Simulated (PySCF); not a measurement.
## How methods differ on the ionisation energy of Zn(17+)

Zn(17+) [Ne] 3s2 3p1 (2P) → Zn(18+) [Ne] 3s2 (1S), as a difference of total energies. Calculation: PySCF 2.14, in an uncontracted even-tempered set (17 s from 1.2 bohr⁻², ratio 2.5; 11 p from 1.6 bohr⁻², ratio 2.5; 5 d from 7.8 bohr⁻², ratio 2.7; 4 f from 12 bohr⁻², ratio 2.7); no relativity, point nucleus. Correlated levels: outer shells: 1s2 frozen; virtual orbitals above 40 to 60 times the deepest correlated orbital energy dropped. The calculations carry no spin-orbit coupling.

```
                method  ionisation energy (eV)
                   UHF                  610.91
    MP2 (outer shells)                  611.43
SCS-MP2 (outer shells)                  611.33
   CCSD (outer shells)                  611.43
CCSD(T) (outer shells)                  611.44
```

**Question.** How much does correlation contribute at CCSD(T) (outer shells)?

**Answer.** 611.44 − (610.91) = 0.53 eV, measured against UHF.

A first-order spin-orbit estimate (lowest level to lowest level, LS coupling) adds 2.958 eV.

These non-relativistic numbers lack the scalar-relativistic shift.

For comparison: 613.3 ± 2.4 eV (semi-empirical (NIST evaluation); NIST Atomic Spectra Database, ionization energies).
